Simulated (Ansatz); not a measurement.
System: trichloro(fluoro)methane, CCl3F, net charge 0, singlet state. 
Geometry from a B3LYP-D3(BJ)/def2-TZVP (Ansatz, a first-principles code) optimisation:
```xyz
5

F      0.0593    -0.2557     1.5697
C      0.0093    -0.0403     0.2474
Cl     1.5264    -0.6185    -0.4731
Cl    -1.3746    -0.9350    -0.4150
Cl    -0.1864     1.7031    -0.0302
```

Wanted: vertical ionisation energy (to the doublet state of charge +1; each state is the SCF solution reached for its spin; the molecule has degenerate orbitals, so one determinant may break the symmetry; for the doublet the Hartree-Fock reference is unstable and T1 is 0.014), in eV. Valence correlation only, unless marked. Open shells are spin-unrestricted. Spin-orbit coupling is left out. Non-relativistic.  The program attaches cautions to a run behind CCSD/aug-cc-pV(D+d)Z: other roots. The program attaches cautions to a run behind CCSD/aug-cc-pV(T+d)Z: other roots. The program attaches cautions to a run behind CCSD(T)/aug-cc-pV(D+d)Z: other roots. The program attaches cautions to a run behind CCSD(T)/aug-cc-pV(T+d)Z: other roots.

| level | program | vertical ionisation energy (eV) |
|---|---|---|
| RI-HF/aug-cc-pV(T+d)Z | Ansatz | 11.28 |
| SVWN5/def2-TZVPD | Ansatz | 11.01 |
| r2SCAN/def2-TZVPD | Ansatz | 11.11 |
| PBE0/def2-TZVPD | Ansatz | 11.37 |
| BHLYP/def2-TZVPD | Ansatz | 11.75 |
| CAM-B3LYP/def2-TZVPD | Ansatz | 11.67 |
| wB97M-V/def2-TZVPD | Ansatz | 11.72 |
| wB97X-V/def2-TZVPD | Ansatz | 11.83 |
| B2PLYP/def2-TZVPD | Ansatz | 11.45 |
| RI-MP2/aug-cc-pV(Q+d)Z | Ansatz | 12.41 |
| CCSD/aug-cc-pV(D+d)Z | Ansatz | 11.77 |
| CCSD/aug-cc-pV(T+d)Z | Ansatz | 11.93 |
| CCSD(T)/aug-cc-pV(D+d)Z | Ansatz | 11.59 |
| CCSD(T)/aug-cc-pV(T+d)Z | Ansatz | 11.74 |
